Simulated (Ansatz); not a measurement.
NP, charge +1, doublet, geometry from GFN2-xTB (a state made from the parent by changing its charge; the spin is typed, not shown lowest); B3LYP/pcseg-1 (Ansatz, an electronic-structure program).

Input for Ansatz:
Ansatz 0.2 input:
```yaml
crystal:
  periodic: [false, false, false]
  atoms:
    - {symbol: N, position_ang: [-0.00000000, -0.00000000, -0.98877074]}
    - {symbol: P, position_ang: [0.00000000, 0.00000000, 0.46142634]}
basis:
  gaussian:
    orbitals: pcseg-1.json
    point_charges:
      - {charge: 0.5, position_ang: [-1.1906, 3.2170, -1.7160]}
hamiltonian:
  xc: b3lyp
total_charge: 1
magnetization: {spin_polarized: true, initial_magnetization: 1}
```
The basis file holds pcseg-1 in the JSON format of the Basis Set Exchange.

What the program printed (banner, timings and long lists left out):

```
Functional definition: B3LYP
302 factors; integrals over basis functions are off by at most 1.1e-3 eV
mean field evaluation 1: about -10731.3687 eV, gradient 8.0e1 eV
mean field evaluation 2: about -10601.3286 eV, gradient 1.3e2 eV
mean field evaluation 4: about -10762.5155 eV, gradient 1.3e1 eV
mean field evaluation 8: about -10763.5431 eV, gradient 3.1e-1 eV
mean field evaluation 16: about -10763.6099 eV, gradient 2.3e-2 eV
mean field evaluation 32: about -10763.2424 eV, gradient 4.9e0 eV
mean field -10763.60993680 eV, -395.5553693406 hartree, gradient 1.8e-5 eV, S^2 0.770797; 4 other end points of the search recorded, 0 dependent functions left out
reference -10763.61009347 eV, -395.5553750981 hartree; 11, 10 occupied and 21, 22 virtual orbitals, 302 factors
Total energy: -10763.61009347 eV, -395.5553750981 hartree
```
